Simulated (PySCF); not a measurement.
SMILES C=C([Se]C)C1CC1, C₆H₁₀Se

Geometry:
```json
{"atom": "C1", "x (Å)": "0.232", "y (Å)": "1.805", "z (Å)": "-0.031"}
{"atom": "C2", "x (Å)": "-0.053", "y (Å)": "0.513", "z (Å)": "0.090"}
{"atom": "Se3", "x (Å)": "1.321", "y (Å)": "-0.832", "z (Å)": "0.232"}
{"atom": "C4", "x (Å)": "2.935", "y (Å)": "0.241", "z (Å)": "0.093"}
{"atom": "C5", "x (Å)": "-1.441", "y (Å)": "0.012", "z (Å)": "0.123"}
{"atom": "C6", "x (Å)": "-1.821", "y (Å)": "-1.185", "z (Å)": "0.952"}
{"atom": "C7", "x (Å)": "-1.814", "y (Å)": "-1.289", "z (Å)": "-0.536"}
{"atom": "H8", "x (Å)": "-0.557", "y (Å)": "2.535", "z (Å)": "-0.109"}
{"atom": "H9", "x (Å)": "1.235", "y (Å)": "2.192", "z (Å)": "-0.057"}
{"atom": "H10", "x (Å)": "2.950", "y (Å)": "0.762", "z (Å)": "-0.862"}
{"atom": "H11", "x (Å)": "3.770", "y (Å)": "-0.453", "z (Å)": "0.149"}
{"atom": "H12", "x (Å)": "2.982", "y (Å)": "0.942", "z (Å)": "0.923"}
{"atom": "H13", "x (Å)": "-2.170", "y (Å)": "0.812", "z (Å)": "0.063"}
{"atom": "H14", "x (Å)": "-2.767", "y (Å)": "-1.160", "z (Å)": "1.470"}
{"atom": "H15", "x (Å)": "-1.032", "y (Å)": "-1.685", "z (Å)": "1.497"}
{"atom": "H16", "x (Å)": "-1.020", "y (Å)": "-1.859", "z (Å)": "-0.998"}
{"atom": "H17", "x (Å)": "-2.756", "y (Å)": "-1.338", "z (Å)": "-1.061"}
```

Method used: PySCF, GIAO KT3/pcSseg-1 magnetisability, rotational g tensor and spin-rotation constants, non-relativistic, gas phase. Geometry: GFN2-xTB.

The calculation is non-relativistic, which matters for the atoms heavier than Zn.

(1) What are the magnetisability and the molar susceptibility?

(2) Split it along the inertial axes a, b, c into diamagnetic and paramagnetic parts about the centre of mass, with the quadrupole moment.

(3) And the rotational g tensor?

Answers

(1) Isotropic -1533 × 10⁻³⁰ J/T², or -92.3 × 10⁻⁶ cm³/mol; principal values -1588, -1577, -1433 × 10⁻³⁰ J/T², anisotropy 149 × 10⁻³⁰ J/T² (root of half the summed squared differences of the principal values). The susceptibility is in cgs units.

(2) 
| axis | χ (10⁻⁶ cm³/mol) | diamagnetic (10⁻⁶ cm³/mol) | paramagnetic (10⁻⁶ cm³/mol) | summed x² of all electrons (Å²) | quadrupole Θ (D Å) |
| --- | --- | --- | --- | --- | --- |
| a | -95.6 | -483.2 | 387.6 | 218.4 | +9.88 |
| b | -86.4 | -1040.8 | 954.4 | 86.9 | -2.53 |
| c | -94.9 | -1295.1 | 1200.1 | 27.0 | -7.35 |

Anisotropies 2χaa − χbb − χcc = -9.8 and 2χbb − χaa − χcc = +17.7 × 10⁻⁶ cm³/mol. Θ is traceless in Buckingham's convention.

(3) 
| axis | rotational constant (GHz) | g | nuclear part | electronic part |
| --- | --- | --- | --- | --- |
| a | 3.3228 | -0.0097 | 0.5954 | -0.6051 |
| b | 1.3099 | -0.0050 | 0.5824 | -0.5873 |
| c | 1.0207 | +0.0016 | 0.5771 | -0.5755 |

Asymmetric top; isotopes 12C, 1H, 80Se; no vibrational averaging.
